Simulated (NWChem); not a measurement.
Everything below was run with NWChem. System: C₂H₇N₂, charge 0, spin multiplicity 2, at a geometry optimised with UPBE/def2-SVP. The structure started from a generated list of species. Its SCF solution wasn't tested for a lower state. Level: UB3LYP/def2-TZVP, VWN1-RPA local correlation.

Input file:

```
start mol
memory heap 200 mb stack 900 mb global 1100 mb
geometry units angstroms nocenter noautoz noautosym
  N      1.527516    -0.257800     0.217569
  C      0.634857     0.725050    -0.210532
  C     -0.730715     0.246074    -0.584369
  N     -1.263582    -0.616417     0.485112
  H      1.028684    -0.996657     0.732652
  H      2.353676     0.076213     0.720731
  H      1.062767     1.611127    -0.706765
  H     -1.366420     1.127869    -0.848321
  H     -0.702845    -0.393410    -1.508583
  H     -1.532798    -0.035432     1.290851
  H     -2.115451    -1.096931     0.170066
end
basis spherical
  * library def2-tzvp
end
dft
  xc b3lyp
  odft
  mult 2
  semidirect memsize 60000000 filesize 0
  iterations 100
end
task dft energy
```

Part of the output:

```
             Northwest Computational Chemistry Package (NWChem) 7.3.0
             --------------------------------------------------------

                                NWChem Input Module
                                -------------------

 Scaling coordinates for geometry "geometry" by  1.889725989
 (inverse scale =  0.529177249)

                             Geometry "geometry" -> ""
                             -------------------------

 Output coordinates in angstroms (scale by  1.889725989 to convert to a.u.)

  No.       Tag          Charge          X              Y              Z
 ---- ---------------- ---------- -------------- -------------- --------------
    1 N                    7.0000     1.52751600    -0.25780000     0.21756900
    2 C                    6.0000     0.63485700     0.72505000    -0.21053200
    3 C                    6.0000    -0.73071500     0.24607400    -0.58436900
    4 N                    7.0000    -1.26358200    -0.61641700     0.48511200
    5 H                    1.0000     1.02868400    -0.99665700     0.73265200
    6 H                    1.0000     2.35367600     0.07621300     0.72073100
    7 H                    1.0000     1.06276700     1.61112700    -0.70676500
    8 H                    1.0000    -1.36642000     1.12786900    -0.84832100
    9 H                    1.0000    -0.70284500    -0.39341000    -1.50858300
   10 H                    1.0000    -1.53279800    -0.03543200     1.29085100
   11 H                    1.0000    -2.11545100    -1.09693100     0.17006600

 Effective nuclear repulsion energy (a.u.)     126.4328375086

            Nuclear Dipole moment (a.u.)
            ----------------------------
        X                 Y               Z
 ---------------- ---------------- ----------------
     0.0000056692     0.0000075589    -0.0000151178


 Summary of "ao basis" -> "" (spherical)
 ------------------------------------------------------------------------------
       Tag                 Description            Shells   Functions and Types
 ---------------- ------------------------------  ------  ---------------------
 *                         def2-tzvp                  on all atoms

                                 NWChem DFT Module
                                 -----------------

 Summary of "ao basis" -> "ao basis" (spherical)
 ------------------------------------------------------------------------------
       Tag                 Description            Shells   Functions and Types
 ---------------- ------------------------------  ------  ---------------------
 N                         def2-tzvp                11       31   5s3p2d1f
 C                         def2-tzvp                11       31   5s3p2d1f
 H                         def2-tzvp                 4        6   3s1p

 Summary of "ao basis" -> "ao basis" (spherical)
 ------------------------------------------------------------------------------
       Tag                 Description            Shells   Functions and Types
 ---------------- ------------------------------  ------  ---------------------
 N                         def2-tzvp                11       31   5s3p2d1f
 C                         def2-tzvp                11       31   5s3p2d1f
 H                         def2-tzvp                 4        6   3s1p

            General Information
            -------------------
          SCF calculation type: DFT
          Wavefunction type:  spin polarized.
          No. of atoms     :    11
          No. of electrons :    33
           Alpha electrons :    17
            Beta electrons :    16
          Charge           :     0
          Spin multiplicity:     2
          Use of symmetry is: off; symmetry adaption is: off
          Maximum number of iterations: 100
          AO basis - number of functions:   166
                     number of shells:    72
          Convergence on energy requested:  1.00D-06
          Convergence on density requested:  1.00D-05
          Convergence on gradient requested:  5.00D-04

              XC Information
              --------------
                         B3LYP Method XC Potential
                     Hartree-Fock (Exact) Exchange  0.200
                        Slater Exchange Functional  0.800 local
                    Becke 1988 Exchange Functional  0.720 non-local
              Lee-Yang-Parr Correlation Functional  0.810
                  VWN I RPA Correlation Functional  0.190 local

             Grid Information
             ----------------
          Grid used for XC integration:  medium
          Radial quadrature: Mura-Knowles
          Angular quadrature: Lebedev.
          Tag              B.-S. Rad. Rad. Pts. Rad. Cut. Ang. Pts.
          ---              ---------- --------- --------- ---------
          N                   0.65       49          11.0       434
          C                   0.70       49          10.0       434
          H                   0.35       45          12.0       434
          Grid pruning is: on
          Number of quadrature shells:   511
          Spatial weights used:  Erf1

          Convergence Information
          -----------------------
          Convergence aids based upon iterative change in
          total energy or number of iterations.
          Levelshifting, if invoked, occurs when the
          HOMO/LUMO gap drops below (HL_TOL):  1.00D-02
          DIIS, if invoked, will attempt to extrapolate
          using up to (NFOCK): 10 stored Fock matrices.

                    Damping( 0%)  Levelshifting(0.5)       DIIS
                  --------------- ------------------- ---------------
[...]
    67      3.923242   3 C  s               139     -1.764127   7 H  s
    98     -1.638001   4 N  s               145     -1.539012   8 H  s
   151     -1.451270   9 H  s                44      0.837146   2 C  py
    43      0.765103   2 C  px              127      0.739949   5 H  s
   157      0.629959  10 H  s                45     -0.350612   2 C  pz

                     DFT Final Beta Molecular Orbital Analysis
                     -----------------------------------------

 Vector   14  Occ=1.000000D+00  E=-3.569238D-01
              MO Center=  8.5D-02,  3.5D-01, -2.7D-01, r^2= 2.8D+00
   Bfn.  Coefficient  Atom+Function         Bfn.  Coefficient  Atom+Function
  ----- ------------  ---------------      ----- ------------  ---------------
    37      0.206768   2 C  px              138      0.189752   7 H  s
    68     -0.178893   3 C  px               38      0.157727   2 C  py
    69     -0.146998   3 C  py               40      0.140500   2 C  px
    71     -0.136026   3 C  px              137      0.123196   7 H  s
   100      0.121977   4 N  py              162     -0.111485  11 H  s

 Vector   15  Occ=1.000000D+00  E=-2.908658D-01
              MO Center=  1.2D+00, -1.4D-01,  5.3D-02, r^2= 1.8D+00
   Bfn.  Coefficient  Atom+Function         Bfn.  Coefficient  Atom+Function
  ----- ------------  ---------------      ----- ------------  ---------------
     8      0.290479   1 N  pz               11      0.245267   1 N  pz
    14      0.198394   1 N  pz               39      0.158167   2 C  pz
     7      0.155065   1 N  py               10      0.133824   1 N  py
     4     -0.130970   1 N  s                 6     -0.126203   1 N  px
    13      0.126573   1 N  py               12     -0.123953   1 N  px

 Vector   16  Occ=1.000000D+00  E=-2.498071D-01
              MO Center= -9.9D-01, -4.7D-01,  3.0D-01, r^2= 1.9D+00
   Bfn.  Coefficient  Atom+Function         Bfn.  Coefficient  Atom+Function
  ----- ------------  ---------------      ----- ------------  ---------------
    99      0.265498   4 N  px              100     -0.249514   4 N  py
   106     -0.222863   4 N  py              102      0.216269   4 N  px
   105      0.211702   4 N  px              103     -0.207144   4 N  py
    98      0.169880   4 N  s                97      0.151917   4 N  s
   144      0.152448   8 H  s               145      0.130407   8 H  s

 Vector   17  Occ=0.000000D+00  E=-2.306394D-02
              MO Center=  3.7D-01,  4.4D-01, -6.7D-02, r^2= 3.3D+00
   Bfn.  Coefficient  Atom+Function         Bfn.  Coefficient  Atom+Function
  ----- ------------  ---------------      ----- ------------  ---------------
    98      0.582174   4 N  s               151     -0.535836   9 H  s
    45     -0.370506   2 C  pz               67      0.351781   3 C  s
    36     -0.326854   2 C  s                44     -0.307704   2 C  py
   163     -0.285594  11 H  s                39     -0.274451   2 C  pz
   157     -0.274507  10 H  s                14      0.272515   1 N  pz

 Vector   18  Occ=0.000000D+00  E= 3.117231D-02
              MO Center= -4.0D-01, -1.2D-01,  4.4D-01, r^2= 8.5D+00
   Bfn.  Coefficient  Atom+Function         Bfn.  Coefficient  Atom+Function
  ----- ------------  ---------------      ----- ------------  ---------------
    67      2.080564   3 C  s                 5      1.220891   1 N  s
    98      1.022945   4 N  s               163     -0.893979  11 H  s
   133     -0.884343   6 H  s               145     -0.886227   8 H  s
   157     -0.830619  10 H  s               151     -0.567421   9 H  s
    36     -0.526936   2 C  s               127     -0.520339   5 H  s

 Vector   19  Occ=0.000000D+00  E= 5.841097D-02
              MO Center=  1.0D+00, -2.8D-02,  6.5D-01, r^2= 8.8D+00
   Bfn.  Coefficient  Atom+Function         Bfn.  Coefficient  Atom+Function
  ----- ------------  ---------------      ----- ------------  ---------------
     5      1.775381   1 N  s               133     -1.502311   6 H  s
    67     -1.466843   3 C  s               163      0.896613  11 H  s
   145      0.720818   8 H  s                98     -0.690902   4 N  s
   157      0.511878  10 H  s               127     -0.466500   5 H  s
    45     -0.426687   2 C  pz              105      0.407510   4 N  px

   alpha - beta orbital overlaps
   -----------------------------

   alpha      1      2      3      4      5      6      7      8      9     10
    beta      1      2      3      4      5      6      7      8      9     10
 overlap   1.000  1.000  1.000  1.000  0.992  0.992  0.996  0.995  1.000  0.998

   alpha     11     12     13     14     15     16     17     18     19     20
    beta     11     12     13     14     15     16     17     18     19     20
 overlap   0.998  0.984  0.972  0.986  0.973  0.995  0.962  0.977  0.994  0.998

   alpha     21     22     23     24     25     26     27     28     29     30
    beta     21     22     23     24     25     26     27     28     29     30
 overlap   0.997  0.995  0.997  0.996  0.993  0.995  0.996  0.948  0.985  0.914

   alpha     31     32     33     34     35     36     37     38     39     40
    beta     31     32     33     34     35     36     37     38     39     40
 overlap   0.952  0.971  0.994  0.717  0.723  0.945  0.925  0.923  0.980  0.933

   alpha     41     42     43     44     45     46     47     48     49     50
    beta     41     42     43     44     45     46     47     48     49     50
 overlap   0.937  0.993  0.991  0.992  0.993  0.998  0.998  0.999  0.999  0.999

   alpha     51     52     53     54     55     56     57     58     59     60
    beta     51     52     53     54     55     56     57     58     59     60
 overlap   0.997  0.971  0.972  0.993  0.994  0.999  0.996  0.979  0.978  0.998

   alpha     61     62     63     64     65     66     67     68     69     70
    beta     61     62     63     64     65     66     67     68     69     70
 overlap   0.993  0.992  0.997  0.961  0.963  0.974  0.844  0.845  0.984  0.981

   alpha     71     72     73     74     75     76     77     78     79     80
    beta     71     72     73     74     75     76     77     78     79     80
 overlap   0.905  0.875  0.876  0.886  0.997  0.998  0.998  0.998  0.997  0.996

   alpha     81     82     83     84     85     86     87     88     89     90
    beta     81     82     83     84     85     86     87     88     89     90
 overlap   0.998  0.996  0.986  0.989  0.996  0.994  0.996  0.998  0.997  0.996

   alpha     91     92     93     94     95     96     97     98     99    100
    beta     91     92     93     94     95     96     97     98     99    100
 overlap   0.998  0.999  0.997  0.999  0.979  0.980  0.997  0.999  0.997  0.999

   alpha    101    102    103    104    105    106    107    108    109    110
    beta    101    102    103    104    105    106    107    108    109    110
 overlap   0.998  0.999  1.000  0.961  0.958  0.995  0.903  0.904  0.888  0.886

   alpha    111    112    113    114    115    116    117    118    119    120
    beta    111    112    113    114    115    116    117    118    119    120
 overlap   0.986  0.951  0.954  0.991  0.992  0.993  0.995  0.996  0.985  0.999

   alpha    121    122    123    124    125    126    127    128    129    130
    beta    121    122    123    124    125    126    127    128    129    130
 overlap   0.979  0.980  0.947  0.949  0.993  0.996  0.999  0.999  0.999  0.971

   alpha    131    132    133    134    135    136    137    138    139    140
    beta    131    132    133    134    135    136    137    138    139    140
 overlap   0.971  0.999  0.999  0.999  0.999  0.998  0.997  0.968  0.968  0.999

   alpha    141    142    143    144    145    146    147    148    149    150
    beta    141    142    143    144    145    146    147    148    149    150
 overlap   0.999  0.999  0.999  0.967  0.964  0.991  0.994  0.999  0.999  0.983

   alpha    151    152    153    154    155    156    157    158    159    160
    beta    151    152    153    154    155    156    157    158    159    160
 overlap   0.981  0.995  0.993  0.988  0.994  0.999  1.000  0.999  0.999  0.999

   alpha    161    162    163    164    165    166
    beta    161    162    163    164    165    166
 overlap   1.000  1.000  0.997  0.997  1.000  1.000

     --------------------------

------------------------------------------------------------
EAF file 0: "./mol.aoints.0" size=524288 bytes
------------------------------------------------------------
               write      read    awrite     aread      wait
               -----      ----    ------     -----      ----
     calls:        1         9         0         0         0
   data(b): 5.24e+05  4.72e+06  0.00e+00  0.00e+00
   time(s): 0.00e+00  0.00e+00  0.00e+00  0.00e+00  0.00e+00
rate(mb/s): 0.00e+00  0.00e+00
------------------------------------------------------------

     Expectation value of S2:
     --------------------------
      <S2> =      0.7539 (Exact =     0.7500)

 center of mass
 --------------
 x =   0.04041912 y =  -0.00938013 z =   0.00481036

 moments of inertia (a.u.)
 ------------------
         122.997501920951         -38.413222378095          -4.212175782734
         -38.413222378095         350.594713823027          39.130904659835
          -4.212175782734          39.130904659835         367.296547968531

     Multipole analysis of the density
     ---------------------------------

     L   x y z        total         alpha         beta         nuclear
     -   - - -        -----         -----         ----         -------
     0   0 0 0     -0.000000    -17.000000    -16.000000     33.000000

     1   1 0 0     -0.272100     -0.763823      0.491717      0.000006
     1   0 1 0      0.154745     -0.421759      0.576497      0.000008
     1   0 0 1      0.261344      0.206502      0.054858     -0.000015

     2   2 0 0    -16.059204    -99.344555    -95.427461    178.712812
     2   1 1 0      0.973274    -11.199139    -10.522496     22.694909
     2   1 0 1      1.366544     -1.843220     -1.702653      4.912417
     2   0 2 0    -20.353774    -34.864537    -31.444377     45.955139
     2   0 1 1     -0.385439     11.468669     11.979400    -23.833507
     2   0 0 2    -19.308076    -29.601678    -27.345392     37.638994

 Task  times  cpu:       50.7s     wall:       50.7s

 Total times  cpu:       50.7s     wall:       50.7s
```
